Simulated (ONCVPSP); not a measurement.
## What one change does to a pseudopotential (O (Z = 8), ONCV)

ONCVPSP 4.0.1 input, shortened (lines: element, Z, core and valence counts, functional; n l f; lmax; l rc ep ncon nbas qcut; lloc lpopt rc5 dvloc0; l nproj debl; icmod fcfact rcfact), PBE, scalar-relativistic:

```
  O 8.00    1    2        4      upf
    1    0    2.00
    2    0    2.00
    2    1    4.00
    2
    0    0.60    0.00    4    7    9.80
    1    1.45    0.00    4    8   11.30
    2    1.25    0.20    4    7    8.30
    4    5    0.40    4.00
    0    1    3.10
    1    2    3.10
    2    2    3.90
    3    3.00    1.70
```

Change: s: nproj 2.

Cutoffs: the cutoffs (Ha) at which the residual kinetic energy of the hardest occupied pseudo-wave falls to 1 and 0.1 mHa per electron; they do not see the model core or the augmentation charge, which bear on the density cutoff. Errors are all-electron minus pseudo energies relative to the spin-unpolarised reference configuration.

**Question.** Predict the effect on cutoff, ghosts and configuration errors.

**Answer.** The potential gets neither clearly harder nor softer (267 Ha and 345 Ha → 267 Ha and 345 Ha); a bound ghost appears in s, which as a rule spoils a file; the errors of the 4 common tests hardly move; the range in which the s phases agree widens (upper end 3.0 → at the end of the scan).

| quantity | base | changed |
| --- | --- | --- |
| cutoff, loose | 267 Ha | 267 Ha |
| cutoff, tight | 345 Ha | 345 Ha |
| bound ghosts | none | s |
| GHOST(+) flags under 300 eV | d at 269.8 eV | d at 269.8 eV |
| error for 2s2 2p3, meV [ΔE 16.43 eV] | +15 | +13 |
| error for 2s2 2p2, meV [ΔE 50.02 eV] | +126 | +112 |
| error for 2s2 2p1, meV [ΔE 103.89 eV] | +512 | +454 |
| error for 2s2 2p3.5, meV [ΔE 6.29 eV] | +2.1 | +1.8 |
| s: phases at 0.61 bohr within 0.05 rad from the reference energy up to (Ha; the scan ends near 5) | 3.0 | to the end of the scan |
| p: phases at 1.47 bohr within 0.05 rad from the reference energy up to (Ha; the scan ends near 5) | to the end of the scan | to the end of the scan |
| d: phases at 1.27 bohr within 0.05 rad from the reference energy up to (Ha; the scan ends near 5) | to the end of the scan | to the end of the scan |
| rms error of d²Exc/dni dnj with the model core, mHa | 1.17 | 1.18 |

 A true bound ghost makes a file unfit for plane-wave use even where its test errors are small: the radial tests pick states by their node count and pass the ghost by.
